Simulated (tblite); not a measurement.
C₂H₅O₂Si (doublet state).
SMILES with atom numbers: `[CH3:1][O:2][C:3](=[O:4])[SiH2:5]` (hydrogens: H6, H7, H8 on C1; H9, H10 on Si5)

Computed geometry: GFN2-xTB, gas phase. This method treats the open shell by occupation alone, without spin polarisation.

(1) Give the optimised bond lengths and angles.

Results:

(1) 
```
               bond  length (pm)
              C1–O2        141.9
              O2–C3        135.8
              C3=O4        121.5
             C3–Si5        185.3
C1–H6, C1–H7, C1–H8        109.1
    Si5–H9, Si5–H10        144.6
```

Bonds in one row agree within 1 pm and their mean is given. A selection of angles:
```
     angle  degrees
  O2–C1–H6    107.1
  O2–C1–H7    109.9
  H6–C1–H7    110.8
  H6–C1–H8    110.1
  C1–O2–C3    117.1
  O2–C3–O4    123.9
 O2–C3–Si5    109.4
 O4–C3–Si5    126.7
 C3–Si5–H9    117.9
C3–Si5–H10    118.7
H9–Si5–H10    123.1
```

Dihedral angles: C1–O2–C3–O4 -1° (synperiplanar). The mirror-image conformer, all signs reversed, is as good.

C3 (carbon bonded to 2 O and Si) is planar (angles 126.7°, 123.9° and 109.4°, sum 360.0°, 0.00 Å off the plane of its three neighbours). The 5 heavy atoms lie in one plane (0.004 Å rms). Of the pairs four or more bonds apart, O4···H7 is among the closest relative to their van der Waals radii: 2.35 Å, 86 % of the sum of Bondi's values. The C–O distances run from 1.215 Å (C3=O4, drawn double) to 1.419 Å (C1–O2, drawn single), a spread of 0.204 Å. Si5 (silicon bonded to C and 2 H) is planar (angles 123.1°, 118.7° and 117.9°, sum 359.7°, 0.05 Å off the plane of its three neighbours).

GFN2-xTB frequencies show an imaginary mode (28i cm⁻¹), so the point is no minimum at that level.
